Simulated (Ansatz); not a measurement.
Geometry optimisation, RKS B3LYP-D4/def2-SVP (Ansatz).

Input:

```yaml
crystal:
  periodic: [false, false, false]
  atoms:
    - { symbol: Si, position_ang: [0.0, 0.0, 0.0] }
    - { symbol: H, position_ang: [0.8854, 0.0, 1.4041] }
    - { symbol: F, position_ang: [1.7331, 0.0, 0.448] }
    - { symbol: F, position_ang: [-0.7489, 1.2974, -0.5295] }
    - { symbol: F, position_ang: [-0.7489, -1.2974, -0.5295] }
basis:
  gaussian: { orbitals: def2-SVP }
hamiltonian:
  xc: b3lyp
  dispersion: d4
relax:
  f_tol: 0.15
  max_steps: 25
  restrain:
    - { distance: [1, 2], at: 2.12, k: 30.0 }
    - { distance: [0, 1], at: 1.46, k: 30.0 }
    - { distance: [0, 2], at: 1.59, k: 30.0 }
```

Launched with:

```bash
$ ansatz run input.yaml --threads 1 --pin off --max-ram 2048MiB --backend cpu --events-out ev --progress --plain --runs-dir out
```

**Question.** Where does it end, and by what steps?

**Answer.** The forces met the threshold. The restraints hold the end off the free minimum. After 5 steps the energy has fallen by 4.250 eV (the restraints' own energy left out); H2 moved furthest, 0.55 Å.

```csv
step,energy less start (eV),largest force component (eV/Å),accepted
0,0.0000,5.357,yes
1,-1.9445,3.406,yes
2,-3.3083,2.186,yes
3,-4.1644,1.443,yes
4,-4.2507,1.286,yes
5,-4.2499,1.306,yes
```

```xyz
5
Properties=species:S:1:pos:R:3
Si 0.158 0.000 0.178
H 0.370 0.000 1.605
F 1.718 0.000 -0.103
F -0.562 1.286 -0.443
F -0.562 -1.286 -0.443
```

Run time: 6.5 s on 1 thread of Intel(R) Xeon(R) 6975P-C (Granite Rapids), on a shared host, peak memory 0.14 GiB.
